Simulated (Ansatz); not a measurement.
Molecule: C5H7NSi, charge 0, multiplicity 1. SMILES: c1c(ccnc1)[SiH3]
Geometry from a B3LYP-D3(BJ)/def2-TZVP (Ansatz, an electronic-structure program) optimisation:
```xyz
14

Si     2.3272    -0.1405     0.0576
C      0.4550    -0.0234     0.0252
C     -0.1995     1.1549    -0.3397
C     -1.5883     1.1855    -0.3748
N     -2.3544     0.1377    -0.0733
C     -1.7359    -0.9888     0.2789
C     -0.3537    -1.1165     0.3431
H      2.8419    -0.5555    -1.2690
H      2.7405    -1.1456     1.0633
H      2.8986     1.1832     0.3951
H      0.3579     2.0490    -0.5917
H     -2.1086     2.0952    -0.6558
H     -2.3752    -1.8305     0.5244
H      0.0789    -2.0629     0.6442
```
Charge 0, spin multiplicity 1.

Wanted: vertical triplet-singlet gap (E(triplet) - E(singlet); each state is the SCF solution reached for its spin; the UHF <S^2> is 2.31 for the triplet (pure: 2.00); for the singlet the Hartree-Fock reference is unstable and T1 is 0.012), in kcal/mol. Correlated levels leave the core frozen unless marked. UHF or UKS for open shells. Spin-orbit coupling is left out. No relativistic terms. CBS(X,Y): correlation extrapolated as X^-3; Hartree-Fock from the larger set.

| level | program | vertical triplet-singlet gap (kcal/mol) |
|---|---|---|
| HF/aug-cc-pV(D+d)Z | Ansatz | 79.9 |
| HF/aug-cc-pV(Q+d)Z | Ansatz | 75.7 |
| SVWN5/def2-TZVPD | Ansatz | 86.6 |
| PBE/def2-TZVPD | Ansatz | 86.3 |
| B3LYP/def2-TZVPD | Ansatz | 91.9 |
| PBE0/def2-TZVPD | Ansatz | 90.4 |
| BHLYP/def2-TZVPD | Ansatz | 95.9 |
| wB97M-V/def2-TZVPD | Ansatz | 97.2 |
| wB97X-V/def2-TZVPD | Ansatz | 95.9 |
| RI-MP2/aug-cc-pV(T+d)Z | Ansatz | 128.2 |
| RI-MP2/aug-cc-pV(Q+d)Z | Ansatz | 128.6 |
| RI-MP2/CBS(aug-cc-pV(T+d)Z,aug-cc-pV(Q+d)Z) | Ansatz | 129.0 |
| SCS-MP2/aug-cc-pV(D+d)Z | Ansatz | 118.5 |
| CCSD(T)/aug-cc-pV(D+d)Z | Ansatz | 99.1 |
